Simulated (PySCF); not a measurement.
# How methods differ on the ionisation energy of Co

Co [Ar] 3d7 4s2 (4F) → Co+ [Ar] 3d8 (3F), as a difference of total energies. All numbers are calculated (PySCF 2.14, the non-relativistic Hamiltonian (point nucleus), in def2-TZVP). Correlated levels: valence: [Ar] frozen. The calculations carry no spin-orbit coupling.

```json
{"method": "UHF", "ionisation energy (eV)": "7.834"}
{"method": "PBE0", "ionisation energy (eV)": "7.386"}
{"method": "TPSS", "ionisation energy (eV)": "7.210"}
{"method": "MP2 (valence)", "ionisation energy (eV)": "6.905"}
{"method": "SCS-MP2 (valence)", "ionisation energy (eV)": "6.987"}
```

**Question.** How much does correlation contribute at MP2 (valence)?

**Answer.** 6.905 − (7.834) = -0.929 eV, measured against UHF.

These non-relativistic numbers lack the scalar-relativistic shift.

Errors of the correlated levels include the incompleteness of this basis and the frozen core.

MP2 underrates the near-degeneracy of ns² with np² in the lower species.

For comparison: 7.869 eV (measured; NIST levels, between the centres of gravity of the two terms).
